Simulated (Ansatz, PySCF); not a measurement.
C5H4BF, SMILES C1B(F)[C@H](C#C)C=1. Atoms are numbered in the order given.

```xyz
11

C      2.3255    -1.3250    -0.5106
C      1.2622    -1.0058    -0.0221
C     -0.0173    -0.6002     0.5344
C     -1.2662    -0.8238    -0.3408
C     -1.7766     0.4301    -0.4345
B     -0.5227     0.9253     0.3112
F      0.0360     2.0908     0.5660
H      3.2694    -1.6065    -0.9369
H     -0.1425    -0.9906     1.5603
H     -1.5940    -1.7732    -0.7850
H     -2.6772     0.7712    -0.9470
```
Charge 0, spin multiplicity 1.

Geometry optimised at B3LYP-D3(BJ)/def2-SVP. The structure was generated by enumeration; whether it is a known compound was not checked.

Two levels are set side by side: PBE-D3(BJ)/def2-SVP (Ansatz, a quantum-chemistry and plane-wave program) and B3LYP-D3(BJ)/def2-SVP (Ansatz). Each level has its own optimised geometry; the coordinates shown are those of the second. Frequencies come from the Hessian of PySCF at each geometry. Differences are taken from unrounded values.

```csv
quantity,B3LYP-D3(BJ),PBE-D3(BJ),PBE-D3(BJ) minus B3LYP-D3(BJ)
mean bond length (Å),1.310,1.316,0.006
bond C1–C2 (Å),1.213,1.225,0.012
bond C2–C3 (Å),1.453,1.450,-0.003
bond C3–C4 (Å),1.541,1.542,0.000
bond C3–B6 (Å),1.622,1.628,0.005
bond C4–C5 (Å),1.357,1.367,0.010
bond C5–B6 (Å),1.541,1.541,0.001
bond B6–F7 (Å),1.317,1.327,0.010
bond C1–H8 (Å),1.073,1.081,0.007
bond C3–H9 (Å),1.105,1.112,0.008
bond C4–H10 (Å),1.098,1.107,0.009
bond C5–H11 (Å),1.091,1.098,0.008
highest harmonic wavenumber (cm⁻¹),3472,3409,-63
mean harmonic wavenumber (cm⁻¹),1214,1178,-36
zero-point energy (kcal/mol),46.85,45.45,-1.39
```

Exact exchange shortens and stiffens bonds; PBE has none. Differences between two approximate levels are no errors against the true value.
